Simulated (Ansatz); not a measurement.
Basis-set extrapolation for C$_{2}$H$_{7}$BOSi (`CC1B[SiH2]O1`) (PBE0-D4/def2-TZVP geometry, frozen core, Ansatz). Multiplicity 1, RHF reference.

```tsv
	def2-TZVPP	def2-QZVPP
HF	-468.346260	-468.363742
MP2 correlation	-0.789396	-0.845292
CCSD(T) correlation	-0.871517	not run
```

Energies in hartree. Use E(X) = E(∞) + A·exp(−7.88·√X) for Hartree–Fock and E(X) = E(∞) + B·X^(−2.97) for correlation, with X = 3 and 4, and add CCSD(T) minus MP2 of the smaller set to the MP2 limit.

Question: What is the CCSD(T) energy at the basis-set limit?

Answer: HF limit: -468.363742 + (-0.017482) × 0.13774 = -468.36615. MP2 limit: -0.845292 + (-0.055896) × 0.74074 = -0.88670. Higher-order term: -0.871517 − (-0.789396) = -0.08212. Total: -469.33497 hartree, 307.7 kJ/mol below CCSD(T)/def2-TZVPP.
